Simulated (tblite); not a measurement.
Species: C6H5F3N (doublet state).
Structure used (GFN2-xTB), in Å, numbered top down from 1:
```xyz
15
C6H5F3N angstrom
F      2.001    1.565    1.076
C      2.411    0.652    0.200
F      3.723    0.702    0.036
C      1.573   -0.210   -0.434
F      2.157   -1.075   -1.293
C      0.183   -0.290   -0.287
C     -0.677   -1.198   -0.958
N     -1.924   -1.077   -0.657
C     -2.081   -0.024    0.301
C     -0.679    0.553    0.595
H     -0.350   -1.939   -1.668
H     -2.767    0.720   -0.114
H     -2.564   -0.437    1.191
H     -0.607    1.613    0.342
H     -0.403    0.453    1.647
```

Computed values, GFN2-xTB/tblite, gas phase, harmonic and unscaled. Against measured fundamentals such values can be off by several per cent, at times by over 20. One conformer, not necessarily the lowest. Open shells enter through the occupations alone, without spin polarisation, and single modes of such species can be off by tens of per cent.

Harmonic wavenumbers (cm⁻¹): 77.9, 91.2, 119.1, 151.4, 218.4, 250.8, 344.0, 346.1, 373.8, 448.7, 499.0, 528.6, 602.1, 774.5, 783.7, 844.8, 886.2, 981.9, 989.3, 996.6, 1024.7, 1104.8, 1114.5, 1128.6, 1190.0, 1216.5, 1228.7, 1261.8, 1296.8, 1405.2, 1423.2, 1444.5, 1520.6, 1605.3, 2930.8, 2953.7, 2963.5, 2979.9, 3126.6.

A = 2752, B = 863.3, C = 662.5 MHz; mass 148.037 u (most abundant isotopes); point group Cs, symmetry number 1; spin multiplicity 2.

Zero-point energy?

½Σν̃ = 21614 cm⁻¹ = 258.56 kJ/mol.

What is S at 273.15 K and 1 bar for an ideal gas of classical rigid rotors and harmonic oscillators?

Translation 169.36, rotation 123.18, vibration 93.25, spin (R ln 2) 5.76: S = 391.6 J/(mol K).

And Cp and H(273.15 K) − H(0)?

Cp = 136.95 J/(mol K), of which vibrations give 103.70 (their classical limit is 39 R = 324.3); H(273.15 K) − H(0) = 23.23 kJ/mol without the zero-point energy, 14.15 from vibrations.

What must be added to the electronic energy to get the Gibbs energy at 273.15 K and 1 bar?

ZPE + [H(273.15 K) − H(0)] − T·S = 258.56 + 23.23 − 106.95 = 174.84 kJ/mol.

How do the functions run with temperature in this model?

```csv
T (K),S (J/(mol K)),Cp (J/(mol K)),H − H(0) (kJ/mol),G − H(0) (kJ/mol),ln q(vib)
150,324.3,92.0,9.14,-39.50,2.19
250,379.8,128.5,20.16,-74.79,4.46
298.15,403.9,146.1,26.77,-93.66,5.55
400,451.9,181.3,43.48,-137.28,7.87
600,536.0,233.3,85.33,-236.29,12.34
900,640.2,278.7,162.84,-413.31,18.59
```

q(vib) and H(0) count from the zero-point level.

Blend soft modes into free rotors: weight 1/[1 + (100 cm⁻¹/ν̃)⁴] for the oscillator and the rest for a rotor with moment μB/(μ + B), μ = h/(8π²ν), B = 10⁻⁴⁴ kg m². What vibrational entropy results?

88.99 J/(mol K) in place of 93.25, which changes −T·S at 273.15 K by +1.16 kJ/mol.

Hindered rotation and anharmonicity are outside this model. Other conformers, if any are populated, would add a mixing term that is left out.
